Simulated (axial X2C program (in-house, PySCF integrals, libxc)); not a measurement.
## Curves of AsH⁺ by EOM-EA-CCSD

Calculated with an in-house all-electron X2C program for linear molecules (integrals from PySCF): two-component X2C with atomic mean-field Coulomb and Gaunt terms, Gaussian nuclei, basis As dyall-acv3z, H dyall-av3z with contracted cores.

Energies in eV from the lowest point of the lowest state; states are followed by energy order within each Ω. Reference: AsH²⁺, 4 electrons correlated in 92 virtual spinors with an MP2 remainder; levels at this size can be off by some tenths of an eV. Masses 74.922 and 1.008 u.

| R (Å) | (1)Ω=1/2 | (1)Ω=3/2 |
| --- | --- | --- |
| 1.411 | 0.1434 | 0.3277 |
| 1.473 | 0.0282 | 0.2124 |
| 1.534 | 0.0000 | 0.1843 |
| 1.603 | 0.0467 | 0.2311 |
| 1.672 | 0.1545 | 0.3390 |
| 1.764 | 0.3635 | 0.5480 |

**Question.** Fit the curves (1)Ω=1/2, (1)Ω=3/2 near their minima.

**Answer.** At EOM-EA-CCSD from AsH²⁺ (the fit fixes ωe to about one per cent; ωe of higher roots by this method can be off by ten per cent):

```json
{"state": "(1)Ω=1/2", "Te (cm⁻¹)": "0", "Re (Å)": "1.527", "ωe (cm⁻¹)": "2224.6"}
{"state": "(1)Ω=3/2", "Te (cm⁻¹)": "1490", "Re (Å)": "1.527", "ωe (cm⁻¹)": "2225.0"}
```

For AsH²⁺ at CCSD, and between the minima:

Re = 1.564 Å, ωe = 2027.0 cm⁻¹; removing the electron costs 17.841 eV without zero-point terms.

T1 of the reference reaches 0.011 (Lee–Taylor). Curves followed by order can swap character. Number of frozen shells: As 3 s, 2 p, 1 d; H none. Roots with under 60 % one-particle weight at any point are counted in the labels but not shown, and the list ends where the roots sought for some Ω run out; states that need a further excitation are missing and may lie low or lowest. Curves with a minimum but no constants failed the fit check.
